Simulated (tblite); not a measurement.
Species: CH12OSi5.
Bonds: C1–Si2, Si2–Si3, Si3–Si4, Si4–O5, O5–Si6, Si6–Si7, Si2–Si7. Hydrogens: H8, H9, H10 on C1; H11 on Si2; H12, H13 on Si3; H14, H15 on Si4; H16, H17 on Si6; H18, H19 on Si7.

Computed with GFN2-xTB (tblite), gas phase: L-BFGS steps from a force-field or distance-geometry start until the largest atomic force falls under 0.01 eV/Å.

Step 54: E = -572.3385 eV
```
atom  x, y, z in Å  |  force x, y, z in eV/Å
C1      2.5792   -0.6042    0.2501    0.006   0.003   0.011
Si2     1.2676    0.0275   -0.9914    0.008   0.026   0.026
Si3    -0.3551   -1.6636   -1.0987   -0.002   0.008   0.018
Si4    -1.8356   -1.4367    0.6615   -0.012  -0.039   0.015
O5     -2.0615    0.1666    0.8321    0.005  -0.014   0.002
Si6    -1.7988    1.7658    0.6809    0.030   0.004   0.006
Si7     0.3467    2.0245   -0.1472   -0.009  -0.044  -0.014
H8      2.1116   -0.8725    1.1940    0.006   0.005   0.014
H9      3.3346    0.1462    0.4628    0.006   0.011  -0.009
H10     3.0908   -1.4877   -0.1209   -0.004   0.003  -0.002
H11     2.0213    0.2397   -2.2494   -0.013  -0.001   0.001
H12    -1.0588   -1.6148   -2.3934    0.001   0.001  -0.016
H13     0.2246   -3.0191   -1.0847   -0.008   0.000  -0.012
H14    -3.1906   -1.9805    0.5334    0.002   0.015   0.001
H15    -1.3028   -1.8690    1.9633   -0.011   0.011  -0.024
H16    -2.8630    2.2153   -0.2245   -0.007   0.011   0.010
H17    -2.0802    2.2946    2.0197    0.000   0.000  -0.018
H18     1.2249    2.6040    0.8895   -0.003  -0.001  -0.023
H19     0.3352    3.0730   -1.1844    0.005   0.001   0.012
```

Step 55: E = -572.3388 eV
```
atom  x, y, z in Å  |  force x, y, z in eV/Å
C1      2.5805   -0.6037    0.2509    0.007   0.002   0.015
Si2     1.2675    0.0271   -0.9900    0.006   0.028   0.018
Si3    -0.3561   -1.6637   -1.0979    0.005   0.018   0.025
Si4    -1.8374   -1.4381    0.6621   -0.005  -0.033   0.017
O5     -2.0533    0.1658    0.8409    0.001  -0.016   0.002
Si6    -1.7987    1.7655    0.6818    0.034   0.004   0.007
Si7     0.3452    2.0256   -0.1499   -0.008  -0.055  -0.014
H8      2.1176   -0.8707    1.1972   -0.011   0.007   0.014
H9      3.3365    0.1466    0.4606    0.014   0.017  -0.012
H10     3.0906   -1.4882   -0.1194    0.002   0.001  -0.010
H11     2.0220    0.2400   -2.2483   -0.018  -0.005   0.011
H12    -1.0576   -1.6127   -2.3931   -0.004   0.000  -0.022
H13     0.2242   -3.0185   -1.0858   -0.006  -0.008  -0.011
H14    -3.1955   -1.9723    0.5284    0.002   0.011   0.002
H15    -1.3081   -1.8793    1.9628   -0.016   0.014  -0.031
H16    -2.8638    2.2101   -0.2253   -0.007   0.007   0.013
H17    -2.0819    2.2971    2.0193    0.000   0.001  -0.020
H18     1.2265    2.6034    0.8840    0.001   0.007  -0.012
H19     0.3321    3.0750   -1.1858    0.005   0.001   0.007
```

**Question.** Estimate the geometry and energy of step 56. (The exact step hangs on the optimiser's Hessian estimate; all steps are aligned on step 55, rigid shifts and turns removed.)

**Answer.** E = -572.3393 eV, largest force 0.049 eV/Å
```
atom  x, y, z in Å  |  force x, y, z in eV/Å
C1      2.5825   -0.6029    0.2521    0.008   0.004   0.017
Si2     1.2680    0.0272   -0.9878    0.004   0.016   0.007
Si3    -0.3570   -1.6629   -1.0961    0.010   0.023   0.024
Si4    -1.8398   -1.4404    0.6632    0.001  -0.016   0.011
O5     -2.0427    0.1643    0.8535   -0.001  -0.016   0.002
Si6    -1.7974    1.7643    0.6837    0.028   0.000   0.007
Si7     0.3434    2.0257   -0.1536   -0.003  -0.048  -0.010
H8      2.1249   -0.8675    1.2015   -0.025   0.009   0.011
H9      3.3394    0.1475    0.4573    0.022   0.019  -0.014
H10     3.0902   -1.4888   -0.1179    0.006   0.001  -0.013
H11     2.0223    0.2404   -2.2470   -0.022  -0.009   0.019
H12    -1.0565   -1.6098   -2.3925   -0.007   0.002  -0.021
H13     0.2233   -3.0171   -1.0871   -0.003  -0.016  -0.009
H14    -3.2017   -1.9613    0.5203   -0.003   0.002   0.004
H15    -1.3166   -1.8931    1.9621   -0.019   0.014  -0.031
H16    -2.8636    2.2026   -0.2259   -0.006   0.001   0.014
H17    -2.0846    2.3009    2.0180    0.002   0.002  -0.018
H18     1.2284    2.6034    0.8762    0.005   0.013   0.000
H19     0.3280    3.0765   -1.1876    0.003  -0.001   0.001
```

The energy changes by -0.0004 eV. The first-order estimate −F·Δx gives -0.0006 eV and the mean of the old and new forces, exact on a quadratic surface, -0.0004 eV. The step makes an angle of 81° with the force vector and moves no atom by more than 0.017 Å.

The cost below is that of the whole relaxation. Hardware: one thread of an Arm Neoverse V1, shared host. Cost: 2.2 s wall.
